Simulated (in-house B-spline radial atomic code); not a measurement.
The beryllium ion Be⁺ is squeezed into an impenetrable sphere of radius R (the orbitals vanish at R). Level of theory: Dirac-Kohn-Sham LDA VWN5, spherical fractional occupations, Fermi nucleus of rms radius 2.519 fm; calculated with a B-spline radial code for spherical atoms.

Energies in eV above the free ion in [He] 2s1:

```tsv
R (bohr)	highest level (eV)	[He] 2s1	[He] 2p1
9.61	-13.6	0.0001942	3.814
6.23	-13.5	0.0594	3.944
5.48	-13.3	0.1909	4.149
4.05	-11.3	1.579	5.701
3.45	-8.64	3.757	7.697
2.89	-3.02	8.586	11.58
2.47	5.8	16.46	17.26
2.2	15.8	25.63	23.39
1.86	38.3	46.69	36.52
1.46	97	103.9	70.05
```

(1) Does [He] 2p1 fall below [He] 2s1 under compression?

The highest level is first positive in the row R = 2.47 bohr, pushed up by confinement above the zero of the free ion's potential. Each configuration is held fixed and needn't be the lowest in the sphere.

Results:

(1) Yes, between R = 2.47 and 2.2 bohr the order changes (near 2.4 bohr by linear interpolation).
